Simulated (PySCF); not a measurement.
## Bonding in `[C-]#C[C@@H](C#N)CC`

Compound: C6H6N (charge -1).
Numbering: `[C-:1]#[C:2][C@@H:3]([C:4]#[N:5])[CH2:6][CH3:7]` (hydrogens: H8 on C3; H9, H10 on C6; H11, H12, H13 on C7)

Geometry (GFN2-xTB, Å), atoms numbered from 1 in this order:
```
atom  x, y, z in Å
C1     1.9287   -0.8052    2.6475
C2     1.4626   -0.3776    1.6007
C3     0.7852    0.2134    0.3878
C4     1.5453   -0.2224   -0.7391
N5     2.2230   -0.6226   -1.5868
C6    -0.6815   -0.2421    0.2871
C7    -1.4137    0.3929   -0.8930
H8     0.8214    1.3190    0.4380
H9    -1.1867    0.0159    1.2239
H10   -0.7056   -1.3322    0.1903
H11   -1.4327    1.4792   -0.7933
H12   -2.4438    0.0364   -0.9550
H13   -0.9067    0.1458   -1.8258
```

Bond orders from the PBE0/pcSseg-1 density (PySCF). Isolated species at its GFN2-xTB geometry (one conformer only). The pcSseg-1 basis has no diffuse functions, a weakness for an anion.

Task: How far do the computed orders between heavy atoms stray from the drawn ones?

Result: The largest departure is 0.460, at C1–C2 (drawn triple, 3.460).

Task: Set the Mayer orders of the bonds between heavy atoms beside their lengths.

Result: 
```csv
bond,drawn as,length (Å),Mayer order
C1–C2,triple,1.223,3.460
C2–C3,single,1.510,0.916
C3–C4,single,1.427,0.977
C4–N5,triple,1.157,3.049
C3–C6,single,1.539,0.989
C6–C7,single,1.527,1.043
```

By pair of heavy elements: C–C: lowest C2–C3 (0.916, 1.510 Å), highest C1–C2 (3.460, 1.223 Å); in 3 of the 10 pairs the longer bond (by over 0.003 Å) has the higher order (by 0.02 or more).

Task: And the bonds to hydrogen?

Result: C–H: 0.91 to 0.97 (6 bonds).

Task: Sum the orders of all bonds at each heavy atom with more than one neighbour and set the sums beside the valence in the SMILES.

Result: C2 4.376 (drawn 4), C3 3.793 (drawn 4), C4 4.026 (drawn 4), C6 3.938 (drawn 4), C7 3.942 (drawn 4). Orders between atoms that aren't bonded are not in these sums.

The Mayer order sums products of elements of PS (density times overlap matrix) between the two atoms' basis functions, so it depends on the basis set.
